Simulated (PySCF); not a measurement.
SiH₂Br₂, SMILES Br[SiH2]Br.

Geometry optimised at r2SCAN-D4/def2-SVP.

All values below come from PBE/def2-TZVPD (PySCF).

Symmetry labels are those of the subgroup C2v that the program uses (full group C2v).

Computed valence orbital energies around the gap with their symmetry:
| orbital | symmetry | energy (eV) |
|---|---|---|
| HOMO−7 | A1 | -13.58 |
| HOMO−6 | B2 | -9.80 |
| HOMO−5 | B1 | -9.70 |
| HOMO−4 | A1 | -9.69 |
| HOMO−3 | A1 | -7.83 |
| HOMO−2 | A2 | -7.65 |
| HOMO−1 | B1 | -7.43 |
| HOMO | B2 | -7.37 |
| LUMO | A1 | -1.75 |
| LUMO+1 | B1 | -1.24 |
| LUMO+2 | A1 | -0.60 |
| LUMO+3 | B2 | -0.02 |
